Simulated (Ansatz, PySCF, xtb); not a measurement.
Pair of molecules: HF (SMILES F) (first 2 atoms) with SO2 (SMILES O=S=O); geometry from B3LYP-D3(BJ)/def2-TZVP, rigid monomers moved along the line of their centres of mass till H2···O3 is 2.58 Å.
(charge 0, multiplicity 1):
```xyz
5

F      0.3508     0.5070    -0.6568
H      0.0840     0.7241     0.2106
O     -0.4673     0.5062     2.7197
S     -0.3257    -0.7269     3.4620
O     -0.6664    -0.7114     4.8548
```

Counterpoise-corrected where a basis set is named; no monomer relaxation. Rows marked so take none.

Frozen-core correlation. CBS(a, b) extrapolates the correlation energy as X⁻³ and adds the Hartree–Fock energy of set b. Rows in 6-311+G**, 6-31G* carry no dispersion term and start afresh at each structure (6-31G* with six Cartesian d functions).

The values were computed with Ansatz (a first-principles code) with Gaussian orbitals; PySCF for 6-311+G** rows, 6-31G* rows, the dispersion terms; xtb for the GFN methods. 

```
level                                          interaction energy (kcal/mol)
---------------------------------------------  -----------------------------
GFN2-xTB                                                               -4.15
PBE/def2-TZVPPD                                                        -2.36
BP86/6-31G* (no counterpoise)                                          -2.42
r2SCAN-D3(BJ)/def2-TZVPPD                                              -2.56
B3LYP/6-31G* (no counterpoise)                                         -3.01
B3LYP/6-311+G** (no counterpoise)                                        ___
MP2/aug-cc-pV(T+d)Z                                                    -2.40
CCSD(T)/aug-cc-pV(T+d)Z                                                -2.51
CCSD(T)/CBS(aug-cc-pV(D+d)Z, aug-cc-pV(T+d)Z)                          -2.54
```

Task: Complete the blanks.

Result: 
- B3LYP/6-311+G** (no counterpoise), interaction energy (kcal/mol): -2.93
